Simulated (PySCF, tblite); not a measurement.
Species: C3H10BClSi.
Z-matrix (Å and degrees, GFN2-xTB geometry), rows numbered from 1:
```
C 
B   1  1.5690
C   2  1.5749  1  124.45
C   3  1.5329  2  118.48  1    14.12
Si  4  1.8980  3  113.10  2    70.43
Cl  5  2.0251  4  108.23  3  -172.80
H   1  1.0895  2  110.63  3  -128.97
H   1  1.0863  2  115.55  3    -6.13
H   1  1.0907  2  109.50  3   115.56
H   2  1.1748  1  118.16  3  -176.14
H   3  1.0980  2  105.42  1  -107.46
H   3  1.0936  2  110.18  1   140.46
H   4  1.0947  3  109.09  2  -168.66
H   4  1.0920  3  109.33  2   -53.34
H   5  1.4644  4  110.50  3    69.80
H   5  1.4608  4  113.13  3   -53.80
```

Jobs on this species (16 atoms, 64 electrons) with PySCF (density fitting) and tblite. Hardware of each: one thread of an Arm Neoverse N1, shared host. Times come from a shared host and carry two figures at best.

**Question.** Rank these jobs by wall time, shortest first.
A. GFN2-xTB; Hessian by finite differences
B. PBE0/pcSseg-1; shieldings, charges and field gradients; 166 basis functions
C. GFN2-xTB; L-BFGS relaxation

**Answer.** A (0.86 s), C (1.8 s), B (38 s).

All jobs:

| level and settings | work | basis functions | SCF cycles | wall time |
| --- | --- | --- | --- | --- |
| GFN2-xTB | Hessian by finite differences | – | – | 0.86 s |
| GFN2-xTB | L-BFGS relaxation | – | – | 1.8 s |
| PBE0/pcSseg-1 | shieldings, charges and field gradients | 166 | 12 | 38 s |

**Question.** What do all jobs in the table cost together?

**Answer.** About 41 s; the longest takes about 93 % of that, and about 44 times as long as the shortest.
